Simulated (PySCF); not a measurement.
Al(Me)2(F) cation (C2H6AlF), SMILES [F][Al]([CH3])[CH3] (connectivity only; charge and spin as stated), charge +1, multiplicity 2.

The structure is a stationary point at PBE0-D3(BJ)/def2-SVP. The spin state was assumed, not searched. The isomer is the one that the SMILES or the coordinates give; other isomers of the formula were not compared.

All values below come from PySCF with TDA-PBE/def2-SVPD.

Vertical excitations. Isolated molecule, no solvent.

| state | energy (eV) | λ (nm) | f | main pairs |
|---|---|---|---|---|
| root 1 | 3.03 | 409 | 0.000 | β HOMO−2→LUMO 99 % |
| root 2 | 3.08 | 403 | 0.011 | β HOMO−1→LUMO 97 % |
| root 3 | 3.18 | 390 | 0.155 | β HOMO→LUMO 83 % |
| root 4 | 3.96 | 313 | 0.001 | β HOMO−3→LUMO 98 % |
| root 5 | 4.07 | 304 | 0.003 | β HOMO−4→LUMO 85 %, β HOMO−5→LUMO 14 % |
| root 6 | 4.28 | 290 | 0.065 | β HOMO−5→LUMO 71 %, β HOMO−4→LUMO 11 % |
| root 7 | 4.35 | 285 | 0.002 | β HOMO−6→LUMO 99 % |
| root 8 | 4.72 | 263 | 0.058 | β HOMO−7→LUMO 87 % |
| root 9 | 6.10 | 203 | 0.000 | α HOMO→LUMO 98 % |
| root 10 | 6.65 | 187 | 0.208 | α HOMO→LUMO+1 87 % |
Unrestricted roots are not spin-pure.
